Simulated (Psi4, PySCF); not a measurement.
Relaxed torsion scan: C2H2F4, SMILES FCC(F)(F)F. Scanned: dihedral F1–C2–C3–F4; all other coordinates were relaxed at GFN2-xTB. Heavy atoms are numbered in the order of the SMILES FCC(F)(F)F, hydrogens after them in the order of the atoms that carry them; the mirror image has the same energies with the sign of each dihedral reversed.

- PBE/def2-TZVP // GFN2-xTB (Psi4)
- RMP2/6-31G* = restricted MP2 (frozen core)/6-31G*, spherical d // GFN2-xTB in PySCF
- MP2/cc-pVTZ = DF-MP2 (frozen core)/cc-pVTZ // GFN2-xTB in Psi4

Energies relative to the lowest point of each profile, in kcal/mol:

| φ / ° | PBE/def2-TZVP | RMP2/6-31G* |
|---|---|---|
| 0 | 3.26 | 3.86 |
| 10 | 3.05 | 3.59 |
| 20 | 2.45 | 2.87 |
| 30 | 1.63 | 1.90 |
| 40 | 0.80 | 0.95 |
| 50 | 0.21 | 0.27 |
| 60 | 0.00 | 0.00 |
| 70 | 0.14 | 0.20 |
| 80 | 0.70 | 0.84 |
| 90 | 1.51 | 1.77 |
| 100 | 2.35 | 2.76 |
| 110 | 3.00 | 3.54 |

Question: Predict the corresponding MP2/cc-pVTZ column.

Answer: 0: 3.84; 10: 3.58; 20: 2.86; 30: 1.90; 40: 0.96; 50: 0.27; 60: 0.00; 70: 0.20; 80: 0.84; 90: 1.77; 100: 2.76; 110: 3.52 (kcal/mol).
